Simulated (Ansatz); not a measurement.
A series at Sn: from tin tetrachloride, ligands are replaced one by one, each step taking up H₂ and setting free HCl; n counts the steps. Ansatz, PBE0-D4/def2-TZVP geometries.

CBS adds triple-zeta CCSD(T) − MP2 to the MP2 limit, frozen cores; atoms without spin–orbit coupling. Elements past krypton have def2 core potentials. Outer-core shells of Sn are correlated without core-valence functions. Spin–orbit coupling is left out.

```json
{"n": "0", "molecule": "`[Cl][Sn]([Cl])([Cl])[Cl]`", "atomization energy, CCSD(T)/CBS (kJ/mol)": "?"}
{"n": "1", "molecule": "`[Cl][SnH]([Cl])[Cl]`", "atomization energy, CCSD(T)/CBS (kJ/mol)": "1291.5"}
{"n": "2", "molecule": "`[Cl][SnH2][Cl]`", "atomization energy, CCSD(T)/CBS (kJ/mol)": "1233.2"}
{"n": "3", "molecule": "`[Cl][SnH3]`", "atomization energy, CCSD(T)/CBS (kJ/mol)": "1169.1"}
{"n": "4", "molecule": "`[SnH4]`", "atomization energy, CCSD(T)/CBS (kJ/mol)": "1104.7"}
```

**Question.** By hand: fit a straight line y = ȳ + b (n − n̄) to the 4 given rows and predict n = 0.

**Answer.** n̄ = 2.500, ȳ = 1199.62; Σ(n − n̄)(y − ȳ) = -312.25, Σ(n − n̄)² = 5.000, so b = -62.45 kJ/mol a step. Prediction: 1199.62 + (-62.45) × (-2.500) = 1355.7 kJ/mol.

**Question.** By hand: compare with the computed value, 1340.4 kJ/mol, and give the steps along the whole series.

**Answer.** The line misses by -15.3 kJ/mol (computed minus predicted). Steps: -48.9, -58.3, -64.1, -64.4 kJ/mol.

The steps grow at each stage, from -48.9 to -64.4 kJ/mol, so the series is curved and an end member is harder to predict than an inner one. The miss is 6.5 % of the series' range. The energies themselves are unsure by some kJ/mol a bond, though much of that is common to the series.
